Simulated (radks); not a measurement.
The barium ion Ba+, 55 electrons, occupied as [Xe] 6s1. Calculated with a radial shooting solver on a logarithmic mesh with Libxc functionals: Dirac Kohn-Sham, exchange-only PBE, spin-unpolarised, spherical densities, finite nucleus; Fermi nuclear charge, rms radius 4.8378 fm. Some entries of the table are withheld. Estimate them.

orbital  occ.  eigenvalue (hartree)  r(max) (bohr)
1s1/2       2             -1368.248        0.01642
2s1/2       2             -216.3229        0.09303
2p1/2       2                   (1)        0.07107
2p3/2       4                   (2)        0.07614
3s1/2       2             -45.78290         0.2666
3p1/2       2                   (3)         0.2531
3p3/2       4                   (4)         0.2642
3d3/2       4             -28.57788            (5)
3d5/2       6             -27.99977            (6)
4s1/2       2                   (7)         0.6254
4p1/2       2                   (8)         0.6374
4p3/2       4                   (9)         0.6615
4d3/2       4              -3.50960         0.6909
4d5/2       6              -3.41352         0.6989
5s1/2       2              -1.40138          1.472
5p1/2       2              -0.90661          1.625
5p3/2       4              -0.83033          1.694
6s1/2       1              -0.26115          3.886

Answer. 
(1) 2p1/2 eigenvalue (hartree): -203.7919
(2) 2p3/2 eigenvalue (hartree): -189.7618
(3) 3p1/2 eigenvalue (hartree): -40.52216
(4) 3p3/2 eigenvalue (hartree): -37.81067
(5) 3d3/2 r(max) (bohr): 0.2133
(6) 3d5/2 r(max) (bohr): 0.2164
(7) 4s1/2 eigenvalue (hartree): -9.10971
(8) 4p1/2 eigenvalue (hartree): -7.19770
(9) 4p3/2 eigenvalue (hartree): -6.63211
